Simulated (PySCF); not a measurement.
# Broadened absorption spectrum of C6H5FN2

C6H5FN2.
InChI=1S/C6H5FN2/c1-2-5-6(7)9-4-3-8-5/h2-4H,1H2

The calculation used TDDFT PBE0/def2-SVPD, vertical, gas phase, core orbitals frozen in the response in PySCF 2.14.0, density-fitted response routines. One conformer (not necessarily the lowest) at the GFN2-xTB geometry, without solvent, vibrations or thermal averaging. Torsions of this conformer, `[CH2:1]=[CH:2][c:3]1[n:4][cH:5][cH:6][n:7][c:8]1[F:9]`: C1–C2–C3–N4 0°.

Each state is given a Gaussian of 0.3 eV full width at half maximum, with ε(max) = 2.175×10⁸ f / Δν̃ (Δν̃ the width in cm⁻¹). The width is an assumption, not a result. The curve ends short of the highest state used, and states not computed would add to its high-energy end.

λ (nm), ε (L mol⁻¹ cm⁻¹) and a bar:
```
    231.8       4384 ######
    236.7        630 #
    241.5         90 
    246.3         47 
    251.2         70 
    256.0        468 #
    260.9       2624 ###
    265.7       8498 ###########
    270.5      17175 #######################
    275.4      22728 ##############################
    280.2      20321 ###########################
    285.0      12890 #################
    289.9       5925 ########
    294.7       2176 ###
    299.6        741 #
    304.4        354 
    309.2        238 
    314.1        160 
    318.9         92 
    323.8         44 
    328.6         18 
    333.4          6 
    338.3          2 
    343.1          0
```

Question: Locate the maxima and give the states behind the curve.

Answer: 276 nm (4.49 eV), ε about 23000, made up of S2 (100%) (ε in L mol⁻¹ cm⁻¹; maxima over ε = 5, shares over 10%). At its high-energy end, 5.35 eV, the curve is still rising (ε about 4500, from S5). The states used: S1 4.06 eV (f 0.0027); S2 4.49 eV (f 0.255); S3 5.08 eV (f 0.0005); S4 5.49 eV (f 0.0001); S5 5.58 eV (f 0.263); S6 5.95 eV (f 0.034).

Question: What would ε be at 4.49 eV, the highest of these maxima, with half the width (0.15 eV)?

Answer: About 45700 L mol⁻¹ cm⁻¹ against 22900, a factor of about 2.00; a lone state at its own centre would give exactly 2.

Question: Coming from long wavelengths, where does ε first pass 100 L mol⁻¹ cm⁻¹?

Answer: At about 318 nm (3.90 eV), 0.17 eV below S1.

Question: On this curve, what absorbance would a 10⁻³ mol/L sample give at 308 nm over a 1 cm path?

Answer: 308 nm is 4.025 eV, where ε is about 260 L mol⁻¹ cm⁻¹, so A = ε c l ≈ 0.26 (Beer–Lambert, with the gas-phase spectrum and the assumed width).
